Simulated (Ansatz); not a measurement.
One geometry of the cluster ZrS3⁻, several levels of theory.

```yaml
crystal:
  periodic: [false, false, false]
  atoms:
    - {symbol: Zr, position_ang: [-0.003767, 0.224487, -0.196844]}
    - {symbol: S, position_ang: [2.173989, 0.433726, 0.597313]}
    - {symbol: S, position_ang: [-1.721350, 0.905026, 1.218747]}
    - {symbol: S, position_ang: [-0.448862, -1.563240, -1.619205]}
basis:
  gaussian: {orbitals: def2-TZVPD, initial_orbitals: start.molden}
total_charge: -1
magnetization: {spin_polarized: true, initial_magnetization: 1}
hamiltonian: {xc: pbe, dispersion: d4}
scf: {omitted_lower_state_checks: [starts]}
output: {orbitals: {seedname: orbitals}}
```

The file start.molden holds the orbitals of an earlier run on this structure, at another level or in another basis.

```sh
$ ansatz run in.yaml --threads 4 --pin off --events-out ev --progress --plain --max-ram 3916MiB
```

Output, abridged:

```
Functional definition: PBE
1200 factors; their error is unknown
mean field evaluation 1: about -33779.8176 eV, gradient 9.2e0 eV
mean field evaluation 2: about -33779.9529 eV, gradient 2.2e-1 eV
mean field evaluation 4: about -33779.9430 eV, gradient 2.3e-2 eV
mean field -33779.94296125 eV, -1241.3900069582 hartree, gradient 3.8e-5 eV, S^2 0.757347; 0 other end points of the search recorded, 0 dependent functions left out
reference -33779.94301400 eV, -1241.3900088967 hartree; 31, 30 occupied and 147, 148 virtual orbitals, 1200 factors
Total energy: -33780.13470122 eV, -1241.3970532720 hartree
Checks for a lower state left out: starts
```

It took 3.5 s on 4 threads of Arm Neoverse V1 on a shared host.

The first input with `hamiltonian: {xc: hse06, dispersion: d4}`, `output: {forces: true, orbitals: {seedname: orbitals}}` (abridged; 6.5 s):

```
Functional definition: HSE06
mean field -33780.75810551 eV, -1241.4199629574 hartree, gradient 1.7e-5 eV, S^2 0.775661
Total energy: -33780.92243238 eV, -1241.4260018583 hartree
Atom 0 force    -0.000247    -0.030055     0.025771 eV/Å
Atom 1 force    -0.068413    -0.006065    -0.025262 eV/Å
Atom 2 force     0.054087    -0.020217    -0.044239 eV/Å
Atom 3 force     0.014573     0.056338     0.043730 eV/Å
Dipole moment:    -0.008693     0.441786    -0.388180 e Å
Checks for a lower state left out: starts
```

First input, but with `hamiltonian: {xc: pbe}`, `correlation: {method: rpa}` and without the key `output` (abridged; 6 s):

```
Functional definition: PBE
mean field -33779.94294964 eV, -1241.3900065314 hartree, gradient 6.4e-6 eV, S^2 0.757347
15 core orbitals not correlated: weight in the atoms' cores, before any rotation towards them, 1.000 or more for the frozen orbitals, at most 0.000 for the correlated occupied ones
Total energy: -33757.60980267 eV, -1240.5692785185 hartree
Checks for a lower state left out: starts
```

First input, but with `hamiltonian: {xc: r2scan, dispersion: d4}` (abridged; 8.5 s):

```
Functional definition: r2SCAN
mean field -33791.77186132 eV, -1241.8247110179 hartree, gradient 1.8e-5 eV, S^2 0.765964
Total energy: -33791.81423175 eV, -1241.8262681023 hartree
Checks for a lower state left out: starts
```

First input, but with `hamiltonian: {xc: {name: B97M-V}}` (abridged; 14 s):

```
Functional definition: B97M-V
mean field -33785.21983462 eV, -1241.5839284777 hartree, gradient 2.5e-5 eV, S^2 0.759290
Total energy: -33785.21991527 eV, -1241.5839314415 hartree
Checks for a lower state left out: starts
```

First input, but with `gaussian: {orbitals: STO-3G}`, `hamiltonian: {xc: hf}` (abridged; 0.6 s):

```
Functional definition: HF
mean field evaluation 16: about -127425.6886 eV, gradient 8.7e-6 eV
mean field -127425.68864528 eV, -4682.8076854801 hartree, gradient 8.7e-6 eV, S^2 1.142643
Total energy: -127425.68864528 eV, -4682.8076854801 hartree
Checks for a lower state left out: starts
```

First input, but with `hamiltonian: {xc: {name: B3LYP}, dispersion: d4}` (abridged; 6 s):

```
Functional definition: B3LYP
mean field -33794.93451967 eV, -1241.9409365686 hartree, gradient 2.6e-5 eV, S^2 0.769154
Total energy: -33795.25108619 eV, -1241.9525701736 hartree
Checks for a lower state left out: starts
```

Geometry: PBE0-D4/def2-SVPD.

In the def2 sets Zr takes a core potential, while STO-3G treats all electrons; there is no spin–orbit coupling. B3LYP takes the VWN-RPA correlation. HSE06 is defined as in plane-wave codes, on full-range PBE exchange. Correlated methods freeze 15 core orbitals; core or outer-core shells of Zr are correlated, in sets that lack core-valence functions. At HF/STO-3G the charge -1 doublet is spin-contaminated (final ⟨S²⟩ up to 1.14, 0.75 for a pure state). At HF/STO-3G the highest occupied level of the charge -1 doublet lies above zero (up to 2.00 eV). In Hartree–Fock with STO-3G the lack of diffuse functions raises the level. The structure comes from a short search, and lower isomers may exist.
